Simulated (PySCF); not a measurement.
# Radial density of Ga⁺ (gallium, charge +1)

UHF, [Ar] 3d9 4s2 5s1, high-spin 3D determinant (an excited configuration). Calculation: PySCF 2.14, in aug-cc-pVQZ-DK (8s7p5d3f2g, 93 functions); scalar relativity by spin-free X2C-1e.

```json
{"r (bohr)": "0.00108", "4πr²ρ (e/bohr)": "0.4551", "4πr²(ρα − ρβ)": "0.0001"}
{"r (bohr)": "0.00182", "4πr²ρ (e/bohr)": "1.118", "4πr²(ρα − ρβ)": "0.0001"}
{"r (bohr)": "0.00305", "4πr²ρ (e/bohr)": "2.674", "4πr²(ρα − ρβ)": "0.0003"}
{"r (bohr)": "0.00514", "4πr²ρ (e/bohr)": "6.124", "4πr²(ρα − ρβ)": "0.0008"}
{"r (bohr)": "0.00864", "4πr²ρ (e/bohr)": "12.98", "4πr²(ρα − ρβ)": "0.0015"}
{"r (bohr)": "0.0145", "4πr²ρ (e/bohr)": "24.05", "4πr²(ρα − ρβ)": "0.0027"}
{"r (bohr)": "0.0245", "4πr²ρ (e/bohr)": "35.46", "4πr²(ρα − ρβ)": "0.0034"}
{"r (bohr)": "0.0411", "4πr²ρ (e/bohr)": "36.91", "4πr²(ρα − ρβ)": "0.0025"}
{"r (bohr)": "0.0692", "4πr²ρ (e/bohr)": "30.36", "4πr²(ρα − ρβ)": "0.0061"}
{"r (bohr)": "0.116", "4πr²ρ (e/bohr)": "39.27", "4πr²(ρα − ρβ)": "0.0513"}
{"r (bohr)": "0.196", "4πr²ρ (e/bohr)": "39.23", "4πr²(ρα − ρβ)": "0.2692"}
{"r (bohr)": "0.329", "4πr²ρ (e/bohr)": "20.69", "4πr²(ρα − ρβ)": "0.9082"}
{"r (bohr)": "0.554", "4πr²ρ (e/bohr)": "26.50", "4πr²(ρα − ρβ)": "1.3716"}
{"r (bohr)": "0.931", "4πr²ρ (e/bohr)": "12.19", "4πr²(ρα − ρβ)": "0.7328"}
{"r (bohr)": "1.57", "4πr²ρ (e/bohr)": "2.507", "4πr²(ρα − ρβ)": "0.1679"}
{"r (bohr)": "2.64", "4πr²ρ (e/bohr)": "0.6702", "4πr²(ρα − ρβ)": "-0.0054"}
{"r (bohr)": "4.43", "4πr²ρ (e/bohr)": "0.2691", "4πr²(ρα − ρβ)": "0.2406"}
{"r (bohr)": "7.46", "4πr²ρ (e/bohr)": "0.09261", "4πr²(ρα − ρβ)": "0.0926"}
{"r (bohr)": "12.5", "4πr²ρ (e/bohr)": "0.002353", "4πr²(ρα − ρβ)": "0.0024"}
```

Densities and radii are taken from the X2C orbitals without a picture-change correction, which distorts them close to the nucleus.

The outer electron is Rydberg-like, and this basis confines it to a smaller radius and binds it less than a complete one would.

(1) Where is the radial spin density 4πr²(ρα − ρβ) most negative, and why is it negative at all?

Results:

(1) Around r = 2.64 bohr, down to -0.0054 e/bohr: exchange with the open shell polarises the paired shells in an unrestricted calculation.
